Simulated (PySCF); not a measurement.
Species: C₃H₈Si₂.
SMILES with atom numbers: `[CH3:1][C:2]#[C:3][SiH2:4][SiH3:5]` (hydrogens: H6, H7, H8 on C1; H9, H10 on Si4; H11, H12, H13 on Si5)

Geometry (GFN2-xTB, Å), atoms numbered from 1 in this order:
```xyz
13
C3H8Si2 angstrom
C      2.9836    0.7006   -0.2435
C      1.6990    0.1137    0.0694
C      0.6286   -0.3756    0.3309
Si    -1.0253   -1.0986    0.7152
Si    -2.7229    0.2173   -0.1327
H      3.3773    1.2228    0.6287
H      2.8791    1.4113   -1.0636
H      3.6888   -0.0770   -0.5374
H     -1.0146   -2.4607    0.1559
H     -1.0791   -1.2362    2.1802
H     -4.0405   -0.3534    0.1680
H     -2.7217    1.5737    0.4218
H     -2.6568    0.3625   -1.5892
```

Level of theory: PySCF 2.14.0, density-fitted response routines, TDDFT CAM-B3LYP/def2-SVPD, vertical, gas phase, core orbitals frozen in the response.

Transition dipole moments from the ground state, in atomic units and in the frame of the coordinates above (overall signs are arbitrary), for the states with f of 0.002 or more among the lowest 8:

| state | E (eV) | μx | μy | μz |
| --- | --- | --- | --- | --- |
| S2 | 6.218 | -0.311 | 0.069 | 0.002 |
| S4 | 6.886 | 0.136 | 0.177 | -0.092 |
| S6 | 7.347 | 0.018 | -0.237 | 0.135 |
| S7 | 7.422 | 0.051 | -0.158 | -0.262 |
| S8 | 7.645 | 1.684 | 0.229 | -0.075 |

Question: Work out the oscillator strengths.

Answer: f = (2/3) ΔE |μ|² with ΔE in hartree (27.2114 eV).

```
state  |μ|² (au)  |μ| (D)      f
   S2      0.102     0.81  0.015
   S4      0.058     0.61  0.010
   S6      0.075     0.70  0.013
   S7      0.096     0.79  0.017
   S8      2.895     4.32  0.542
```

Question: What angle do the transition dipoles of S2 and S7 make?

Answer: |cos θ| = |μa·μb| / (|μa| |μb|) = 0.27, so θ ≈ 74° (taken between 0 and 90°, since the signs are arbitrary).

Question: How is the summed strength of these states shared among x, y and z?

Answer: (2/3) Σ ΔE μα² gives 0.550 for x, 0.031 for y and 0.018 for z, 0.599 in all.

Question: What peak molar absorption coefficient would the strongest computed level give as a lone Gaussian band 0.4 eV wide at half height?

Answer: ε(max) = 2.175×10⁸ f / FWHM, with the width in cm⁻¹. S8: 2.175×10⁸ × 0.5423 / 3226 ≈ 37000 L mol⁻¹ cm⁻¹.

Time: 28 s wall. Hardware: an x86-64 server with one thread, on a shared host.
